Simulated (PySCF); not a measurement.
**Cs2O: fields on a plane**

These are results of PySCF, PBE0, basis O def2-TZVP, Cs def2-TZVP with ECP46 (scalar-relativistic core potentials, no spin–orbit coupling, density fitting), not measurements.

The singlet minimum has O–Cs 2.386 Å (×2); Cs–O–Cs 180.0°.

The plane holds O1 at (0.00, 0.00), Cs2 at (2.39, 0.00), Cs3 at (-2.39, 0.00) Å. Columns run from x = -4.35 to 4.65 Å, rows from y = 2.25 (top) to -1.95 Å, in steps of 0.3 Å. Other isomers or separated fragments may lie lower. Core electrons replaced by a potential are absent, the electrostatic potential uses the reduced nuclear charge, and values within about 0.7 Å of such atoms have no physical meaning.

Give the electron localisation function (set to 0 where the density is under 0.005 e/Å³). Lower edges of the bins: '0' 0.000, '1' 0.090, '2' 0.181, '3' 0.271, '4' 0.361, '5' 0.452, '6' 0.542, '7' 0.632, '8' 0.722, '9' 0.813; top 0.90.


```
0000000000000011000000000000000
0000112210000233200001221100000
0012345642001344310024654321000
1235678885101455410158887653210
2457899998203677630289999875421
3578999999415888851499999987531
4789983389517999971598338998742
5789930039628911982693003998752
5789930039628911982693003998752
4789983389517999971598338998742
3578999999415888851499999987531
2457899998203677630289999875421
1235678885101455410158887653210
0012345642001344310024654321000
0000112210000233200001221100000
```

Give the electrostatic potential (V) (cut at 20 V). Every second row and column.


```
 0.4  0.6  0.8  0.9  0.4 -0.5 -1.5 -2.0 -1.8 -1.0  0.0  0.7  0.9  0.7  0.5  0.3
 0.5  1.0  2.0  2.8  2.0 -0.1 -2.4 -3.7 -3.3 -1.4  1.1  2.7  2.5  1.4  0.7  0.3
 0.6  1.9  7.1 16.1 12.1  2.3 -3.4 -5.0 -4.6 -1.0  6.8 16.3 12.0  3.8  1.0  0.3
 0.6  3.8 20.0 20.0 20.0 10.8 -0.8 20.0  7.7  1.5 20.0 20.0 20.0 10.7  1.4  0.3
 0.6  4.6 20.0 20.0 20.0 15.1  2.3 20.0 20.0  2.9 20.0 20.0 20.0 14.3  1.6  0.3
 0.6  2.8 15.2 20.0 20.0  5.7 -2.9 -0.4 -2.7 -0.1 16.0 20.0 20.0  6.6  1.2  0.3
 0.5  1.4  3.5  6.2  4.7  0.6 -3.0 -4.7 -4.2 -1.4  2.7  6.1  5.0  2.2  0.8  0.3
 0.4  0.8  1.2  1.5  0.9 -0.4 -1.9 -2.8 -2.5 -1.2  0.3  1.3  1.4  1.0  0.6  0.3
```
